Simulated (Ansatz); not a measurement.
Consider the ligand exchange at the Si–C bond: `N=C[SiH](N)N` + `N[SiH3]` → `N[SiH](N)N[SiH3]` + `C=N`.

Gas-phase electronic energies from Ansatz, PBE0-D4/def2-TZVP geometries. CCSD(T)/CBS adds triple-zeta CCSD(T) − MP2 to the extrapolated MP2 energy (def2 sets, frozen cores). This one scheme is used for every species. Functionals use def2-TZVPP. B3LYP here is the variant with VWN-RPA as its local correlation; programs differ in this. Each species was taken in one conformer, which may not be the lowest.

(1) Is it downhill or uphill in electronic energy at CCSD(T)/CBS, and by how much? (Best estimate.)

(2) What do these levels give: r2SCAN-D4, PBE0-D4, ωB97X-V, PBE0, B3LYP, HF/def2-TZVPP, MP2/def2-TZVPP, SCS-MP2/def2-TZVPP, CCSD/def2-TZVPP, CCSD(T)/def2-TZVPP, HF/def2-QZVPP, SCS-MP2/def2-QZVPP? (An estimate is asked.)

Largest T1 diagnostic among the species: 0.012.

## Answers

(1) Computed: Downhill: ΔE = -83.0 kJ/mol.

(2) Computed: r2SCAN-D4 -81.4, PBE0-D4 -78.9, ωB97X-V -81.0, PBE0 -75.7, B3LYP -76.3, HF/def2-TZVPP -87.7, MP2/def2-TZVPP -87.1, SCS-MP2/def2-TZVPP -86.8, CCSD/def2-TZVPP -86.0, CCSD(T)/def2-TZVPP -85.5, HF/def2-QZVPP -87.9, SCS-MP2/def2-QZVPP -85.3 kJ/mol.

The D4 term adds −5.6 kJ/mol with B3LYP and −3.2 kJ/mol with PBE0; it sums over pairs of atoms, weighted by their polarisabilities, and B3LYP, whose exchange is more repulsive, gets the larger term. From PBE to PBE0 (25 % exact exchange), in def2-TZVPP and without D4, ΔE moves by −4.9 kJ/mol.
